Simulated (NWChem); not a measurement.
System: C$_{2}$H$_{3}$Cl$_{2}$In; SMILES [CH]([In]([Cl])[Cl])=C

Output (shortened):

```
             Northwest Computational Chemistry Package (NWChem) 7.3.0
             --------------------------------------------------------

 CS  symmetry detected

                             Geometry "geometry" -> ""
                             -------------------------

 Output coordinates in angstroms (scale by  1.889725989 to convert to a.u.)

  No.       Tag          Charge          X              Y              Z
 ---- ---------------- ---------- -------------- -------------- --------------
    1 In                  49.0000    -0.12793943     0.05052270     0.00000000
    2 Cl                  17.0000    -0.45414193     2.36882346     0.00000000
    3 Cl                  17.0000     2.13602754    -0.57403812     0.00000000
    4 C                    6.0000    -1.62152016    -1.45524295     0.00000000
    5 C                    6.0000    -1.27555326    -2.74607568     0.00000000
    6 H                    1.0000    -2.67672126    -1.16096657     0.00000000
    7 H                    1.0000    -2.03278427    -3.54048659     0.00000000
    8 H                    1.0000    -0.23107731    -3.07759825     0.00000000

 Effective nuclear repulsion energy (a.u.)     654.5099358802

      Symmetry information
      --------------------

 Group name             Cs
 Group number              2
 Group order               2
 No. of unique centers     8

                                 NWChem DFT Module
                                 -----------------

 Summary of "ao basis" -> "ao basis" (spherical)
 ------------------------------------------------------------------------------
       Tag                 Description            Shells   Functions and Types
 ---------------- ------------------------------  ------  ---------------------
 In                         def2-svp                10       26   4s4p2d
 Cl                         def2-svp                 8       18   4s3p1d
 C                          def2-svp                 6       14   3s2p1d
 H                          def2-svp                 3        5   2s1p

      Symmetry analysis of basis
      --------------------------

        a'         76
        a"         29

            General Information
            -------------------
          SCF calculation type: DFT
          Wavefunction type:  closed shell.
          No. of atoms     :     8
          No. of electrons :    70
           Alpha electrons :    35
            Beta electrons :    35
          Charge           :     0
          Spin multiplicity:     1
          Use of symmetry is: on ; symmetry adaption is: on
          Maximum number of iterations: 150
          AO basis - number of functions:   105
                     number of shells:    47
          Convergence on energy requested:  1.00D-06
          Convergence on density requested:  1.00D-05
          Convergence on gradient requested:  5.00D-04

              XC Information
              --------------
                      r^2SCAN Method XC Functional
               r^2SCAN metaGGA Exchange Functional  1.000
                     r^2SCAN Correlation Potential  1.000

             Grid Information
             ----------------
          Grid used for XC integration:  xcoarse
          Radial quadrature: Mura-Knowles
          Angular quadrature: Lebedev.
          Tag              B.-S. Rad. Rad. Pts. Rad. Cut. Ang. Pts.
          ---              ---------- --------- --------- ---------
          In                  1.55       84          10.0       194
          Cl                  1.00       42          13.0       194
          C                   0.70       21          11.0       194
          H                   0.35       21          12.0       194
          Grid pruning is: on
          Number of quadrature shells:   273
          Spatial weights used:  Erf1

      Superposition of Atomic Density Guess
      -------------------------------------

 Sum of atomic energies:       -1213.44479838

      Non-variational initial energy
      ------------------------------

 Total energy =   -1186.010456
 1-e energy   =   -2414.103282
 2-e energy   =     873.384950
 HOMO         =      -0.330512
 LUMO         =      -0.039244

      Symmetry analysis of molecular orbitals - initial
      -------------------------------------------------

  Numbering of irreducible representations:

     1 a'          2 a"

  Orbital symmetries:

     1 a'          2 a'          3 a'          4 a'          5 a'
     6 a'          7 a'          8 a'          9 a'         10 a"
    11 a'         12 a"         13 a'         14 a'         15 a'
    16 a"         17 a'         18 a'         19 a'         20 a'
    21 a"         22 a"         23 a'         24 a'         25 a'
    26 a'         27 a'         28 a'         29 a'         30 a"
    31 a'         32 a"         33 a'         34 a"         35 a'
    36 a'         37 a"         38 a"         39 a'         40 a'
    41 a'         42 a'         43 a'         44 a'         45 a"

     ---------------------------------------------
      Total Density - Mulliken Population Analysis
     ---------------------------------------------

    Atom       Charge   Shell Charges
 -----------   ------   -------------------------------------------------------
    1 In  21    19.69   2.59 -0.60  0.70  0.25  3.23  2.76  0.51  0.15  9.70  0.39
    2 Cl  17    17.56   2.00  1.99  1.23  0.72  5.94  2.19  3.48  0.01
    3 Cl  17    17.58   2.00  1.99  1.23  0.72  5.94  2.19  3.48  0.01
    4 C    6     6.36   1.99  0.98  0.35  1.90  1.11  0.03
    5 C    6     6.13   1.99  0.97  0.28  1.93  0.94  0.03
    6 H    1     0.88   0.66  0.19  0.03
    7 H    1     0.89   0.67  0.20  0.02
    8 H    1     0.89   0.67  0.20  0.02

   convergence    iter        energy       DeltaE   RMS-Dens  Diis-err
 ---------------- ----- ----------------- --------- --------- ---------
 d= 0,ls=0.0,diis     1  -1188.1640604797 -1.54D+03  1.75D-02  4.83D-01
 d= 0,ls=0.0,diis     2  -1188.0880281980  7.60D-02  1.10D-02  8.76D-01
 d= 0,ls=0.0,diis     3  -1188.2254066389 -1.37D-01  2.74D-03  6.81D-02
 d= 0,ls=0.0,diis     4  -1188.2300313991 -4.62D-03  1.35D-03  3.91D-02
 d= 0,ls=0.0,diis     5  -1188.2355664336 -5.54D-03  1.95D-04  5.02D-04
  Resetting Diis
 d= 0,ls=0.0,diis     6  -1188.2356222856 -5.59D-05  9.71D-05  8.14D-05
 d= 0,ls=0.0,diis     7  -1188.2356340253 -1.17D-05  7.15D-05  8.44D-06
 d= 0,ls=0.0,diis     8  -1188.2356317636  2.26D-06  4.41D-05  2.16D-05
 d= 0,ls=0.0,diis     9  -1188.2356354264 -3.66D-06  3.60D-06  1.39D-07
 d= 0,ls=0.0,diis    10  -1188.2356354375 -1.11D-08  1.35D-06  4.20D-08

         Total DFT energy =    -1188.235635437509
      One electron energy =    -2416.889597400794
           Coulomb energy =      959.105004855389
    Exchange-Corr. energy =      -85.158919342501
 Nuclear repulsion energy =      354.707876450397

 Numeric. integr. density =       69.996767667030

                  Occupations of the irreducible representations
                  ----------------------------------------------

                     irrep           alpha         beta
                     --------     --------     --------
                     a'               27.0         27.0
                     a"                8.0          8.0

                       DFT Final Molecular Orbital Analysis
                       ------------------------------------

 Vector   33  Occ=2.000000D+00  E=-2.818645D-01  Symmetry=a"
              MO Center=  1.2D+00,  1.5D-01, -4.6D-16, r^2= 4.7D+00
   Bfn.  Coefficient  Atom+Function         Bfn.  Coefficient  Atom+Function
  ----- ------------  ---------------      ----- ------------  ---------------
    57      0.539247  3 Cl pz                54      0.386953  3 Cl pz
    39     -0.345725  2 Cl pz                36     -0.246418  2 Cl pz
    51      0.227533  3 Cl pz                33     -0.144934  2 Cl pz
    82     -0.089656  5 C  pz                68     -0.088926  4 C  pz
    20      0.078918  1 In d  1              71     -0.063936  4 C  pz

 Vector   34  Occ=2.000000D+00  E=-2.777440D-01  Symmetry=a'
              MO Center=  1.0D+00,  6.3D-01, -1.2D-16, r^2= 4.9D+00
   Bfn.  Coefficient  Atom+Function         Bfn.  Coefficient  Atom+Function
  ----- ------------  ---------------      ----- ------------  ---------------
    56      0.496442  3 Cl py                37     -0.421753  2 Cl px
    53      0.361494  3 Cl py                34     -0.306091  2 Cl px
    50      0.211715  3 Cl py                31     -0.179167  2 Cl px
    21     -0.084956  1 In d  2              65      0.066393  4 C  s
    15      0.056619  1 In py                70     -0.049863  4 C  py

 Vector   35  Occ=2.000000D+00  E=-2.744188D-01  Symmetry=a'
              MO Center=  1.0D-01,  2.4D-01, -9.9D-17, r^2= 6.3D+00
   Bfn.  Coefficient  Atom+Function         Bfn.  Coefficient  Atom+Function
  ----- ------------  ---------------      ----- ------------  ---------------
    37      0.338218  2 Cl px                55      0.260478  3 Cl px
    56      0.254041  3 Cl py                34      0.250627  2 Cl px
    38      0.200852  2 Cl py                52      0.196124  3 Cl px
    66      0.189829  4 C  px                53      0.187106  3 Cl py
    17     -0.171741  1 In d -2              67      0.160603  4 C  py

 Vector   36  Occ=0.000000D+00  E=-9.272242D-02  Symmetry=a"
              MO Center= -7.0D-01, -9.8D-01, -1.0D-15, r^2= 4.7D+00
   Bfn.  Coefficient  Atom+Function         Bfn.  Coefficient  Atom+Function
  ----- ------------  ---------------      ----- ------------  ---------------
    13      0.517858  1 In pz                85     -0.416786  5 C  pz
    82     -0.357761  5 C  pz                16      0.293514  1 In pz
    71      0.282919  4 C  pz                68      0.194740  4 C  pz
    39     -0.169816  2 Cl pz                57     -0.160780  3 Cl pz
    10     -0.130704  1 In pz                 7     -0.120165  1 In pz

 Vector   37  Occ=0.000000D+00  E=-8.458972D-02  Symmetry=a'
              MO Center= -6.2D-02,  8.9D-02, -2.6D-16, r^2= 4.6D+00
   Bfn.  Coefficient  Atom+Function         Bfn.  Coefficient  Atom+Function
  ----- ------------  ---------------      ----- ------------  ---------------
     4      0.679501  1 In s                  3      0.668513  1 In s
    65     -0.393344  4 C  s                 38      0.379338  2 Cl py
     1     -0.361773  1 In s                 55      0.350615  3 Cl px
    67     -0.210087  4 C  py                35      0.207523  2 Cl py
    64     -0.197547  4 C  s                 70     -0.195367  4 C  py

 Vector   38  Occ=0.000000D+00  E=-2.266969D-02  Symmetry=a"
              MO Center= -7.7D-01, -1.0D+00, -1.3D-13, r^2= 4.9D+00
   Bfn.  Coefficient  Atom+Function         Bfn.  Coefficient  Atom+Function
  ----- ------------  ---------------      ----- ------------  ---------------
    71      0.556287  4 C  pz                13     -0.447595  1 In pz
    85     -0.436418  5 C  pz                16     -0.419038  1 In pz
    68      0.415268  4 C  pz                82     -0.281889  5 C  pz
    57      0.163037  3 Cl pz                39      0.154133  2 Cl pz
    10      0.105253  1 In pz                 7      0.096450  1 In pz

     ---------------------------------------------
      Total Density - Mulliken Population Analysis
     ---------------------------------------------

    Atom       Charge   Shell Charges
 -----------   ------   -------------------------------------------------------
    1 In  21    20.37   2.60 -0.60  0.94  0.10  3.23  2.78  0.93  0.20  9.65  0.55
    2 Cl  17    17.29   2.00  1.99  1.24  0.73  5.93  2.11  3.28  0.01
    3 Cl  17    17.30   2.00  1.99  1.24  0.73  5.93  2.11  3.29  0.01
    4 C    6     6.23   1.99  0.92  0.35  1.99  0.97  0.02
    5 C    6     6.04   1.99  0.92  0.27  2.02  0.83  0.03
    6 H    1     0.92   0.73  0.16  0.03
    7 H    1     0.93   0.74  0.17  0.03
    8 H    1     0.92   0.74  0.16  0.03

     -------------------------------------------
      Total Density - Lowdin Population Analysis
     -------------------------------------------

    Atom       Charge   Shell Charges
 -----------   ------   -------------------------------------------------------
    1 In  21    20.81   1.38  0.54  0.68  0.36  3.03  2.85  1.00  0.52  9.39  1.05
    2 Cl  17    17.06   2.00  1.96  1.04  0.80  5.82  2.24  3.19  0.01
    3 Cl  17    17.07   2.00  1.96  1.04  0.80  5.82  2.24  3.20  0.01
    4 C    6     6.19   1.97  0.63  0.36  1.81  1.36  0.06
    5 C    6     6.00   1.97  0.61  0.32  1.82  1.21  0.07
    6 H    1     0.95   0.63  0.25  0.07
    7 H    1     0.96   0.63  0.26  0.07
    8 H    1     0.96   0.63  0.26  0.07

     Multipole analysis of the density
     ---------------------------------

     L   x y z        total         alpha         beta         nuclear
     -   - - -        -----         -----         ----         -------
     0   0 0 0      0.000000    -35.000000    -35.000000     70.000000

     1   1 0 0     -1.045991     -3.907782     -3.907782      6.769573
     1   0 1 0     -1.061081      0.806097      0.806097     -2.673274
     1   0 0 1     -0.000000     -0.000000     -0.000000      0.000000

     2   2 0 0    -46.528688   -234.498086   -234.498086    422.467483
     2   1 1 0      2.756082    -10.981136    -10.981136     24.718354
     2   1 0 1      0.000000      0.000000      0.000000      0.000000
     2   0 2 0    -45.799444   -348.499437   -348.499437    651.199430
     2   0 1 1      0.000000      0.000000      0.000000      0.000000
     2   0 0 2    -43.680341    -21.840170    -21.840170      0.000000

            General Information
            -------------------
          SCF calculation type: DFT
          Wavefunction type:  closed shell.
          No. of atoms     :     8
          No. of electrons :    70
           Alpha electrons :    35
            Beta electrons :    35
          Charge           :     0
          Spin multiplicity:     1
          Use of symmetry is: on ; symmetry adaption is: on
          Maximum number of iterations: 150
          AO basis - number of functions:   105
                     number of shells:    47
          Convergence on energy requested:  1.00D-06
          Convergence on density requested:  1.00D-05
          Convergence on gradient requested:  5.00D-04

              XC Information
              --------------
                      r^2SCAN Method XC Functional
               r^2SCAN metaGGA Exchange Functional  1.000
                     r^2SCAN Correlation Potential  1.000

[...]

                         DFT ENERGY GRADIENTS

    atom               coordinates                        gradient
                 x          y          z           x          y          z
   1 In     -0.241770   0.095474   0.000000   -0.004970  -0.004840   0.000000
   2 Cl     -0.858204   4.476427   0.000000    0.000129  -0.001293   0.000000
   3 Cl      4.036507  -1.084775   0.000000   -0.000942   0.000540   0.000000
   4 C      -3.064229  -2.750010   0.000000    0.005689   0.003854   0.000000
   5 C      -2.410446  -5.189331   0.000000   -0.000909   0.001413   0.000000
   6 H      -5.058270  -2.193909   0.000000    0.001562  -0.000744   0.000000
   7 H      -3.841405  -6.690550   0.000000    0.000796   0.000935   0.000000
   8 H      -0.436673  -5.815817   0.000000   -0.001356   0.000136   0.000000
```

Level: r2SCAN/def2-SVP with def2 effective core potentials on In. All runs use the structure optimised with PBE0/def2-SVP. No frequency run checked for a minimum. def2 effective core potentials on In; no spin-orbit coupling.

Question: Which NWChem input produces such a log?

Answer: One answer among several that fit: the input that was run:
```
start job
memory heap 200 mb stack 900 mb global 1100 mb
geometry units angstroms noautoz
  In    -0.164676     0.018078     0.000000
  Cl    -0.682215     2.301295     0.000000
  Cl     2.143326    -0.416375     0.000000
  C     -1.528094    -1.606485     0.000000
  C     -1.076158    -2.864140     0.000000
  H     -2.604083    -1.400826     0.000000
  H     -1.764824    -3.718673     0.000000
  H     -0.007765    -3.107807     0.000000
end
basis spherical
  * library def2-svp
end
ecp
  In library def2-ecp
end
dft
  xc r2scan
  grid xcoarse
  iterations 150
  mulliken
end
task dft gradient
```
